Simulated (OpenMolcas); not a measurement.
## N+, P+, As+, Sb+, Bi+: ns2 np2 down the group

* Program: OpenMolcas 26.06
* Method: RASSCF
* Basis: ANO-RCC-VQZP
* Scalar Hamiltonian: DKH2, point nucleus
* Spin-orbit coupling: state interaction with AMFI integrals over the reference wave functions, term energies averaged over their components

Active space for each ion: 4 electrons in 9 orbitals (RAS2 s p; RAS3 d, at most 2 electrons).

Computed levels in cm-1 above 3P0:

```
                               Level     N+     P+    As+    Sb+    Bi+
                                 3P1   44.1    143    935   2543  10790
                                 3P2    131    412   2271   5035  15458
                                 1D2  17521  10470   9428  12580  30321
                                 1S0  36528  24251  22937  24480  42221
weight of 3P in the lowest level (%)    100    100     99     96     87
```

Mixed levels, with the weight of the term that names them: Bi+ 3P2 (63 %), Bi+ 1D2 (63 %).

Measured, with the error of the calculation in %. Measured levels: N+, P+, As+, Sb+ from NIST Handbook of Basic Atomic Spectroscopic Data.

```json
{"Level": "3P1", "N+": "48.7 (-9.3)", "P+": "165 (-13.5)", "As+": "1063 (-12.1)", "Sb+": "3055 (-16.8)"}
{"Level": "3P2", "N+": "131 (+0.4)", "P+": "469 (-12.2)", "As+": "2541 (-10.6)", "Sb+": "5658 (-11.0)"}
{"Level": "1D2", "N+": "15316 (+14.4)", "P+": "8882 (+17.9)", "As+": "10096 (-6.6)", "Sb+": "12790 (-1.6)"}
{"Level": "1S0", "N+": "32689 (+11.7)", "P+": "21576 (+12.4)", "As+": "22599 (+1.5)", "Sb+": "23906 (+2.4)"}
```

The fine-structure level 3P2 changes by a factor of 118 from N+ to Bi+.

Without spin-orbit coupling 1D lies 17433, 10187, 7597, 7629, 8889 cm-1 above 3P in that order; the difference to the level 1D2, of either sign, comes from spin-orbit coupling, which also lowers the zero.

Without dynamic correlation excited terms often stand tens of per cent too high (terms of higher spin than the ground term too low), and those without a measured partner can miss by more than the paired ones (holds for N+; P+; As+). Active for correlation alone: 3d; no level in the range computed is led by a configuration that fills it, so any true level of that kind is missing (holds for N+). The run also gave levels led by 3s 3p2 3d, 3s2 3p 3d, which use shells meant for correlation; these and all levels above them are left out (holds for P+). The run also gave levels led by 4s 4p2 4d, 4s2 4p 4d, which use shells meant for correlation; these and all levels above them are left out (holds for As+). The run also gave levels led by 5s 5p2 5d, 5s2 5p 5d, which use shells meant for correlation; these and all levels above them are left out (holds for Sb+). The run also gave levels led by 6s2 6p 6d, which use shells meant for correlation; these and all levels above them are left out (holds for Bi+). Computed and measured levels are paired by configuration, term and J; levels that our copy of the source lacks, or whose pairing is in doubt (as where it misses far off the trend of its configuration), stay unpaired and out of the deviations. Levels of configurations outside the active space are missing.
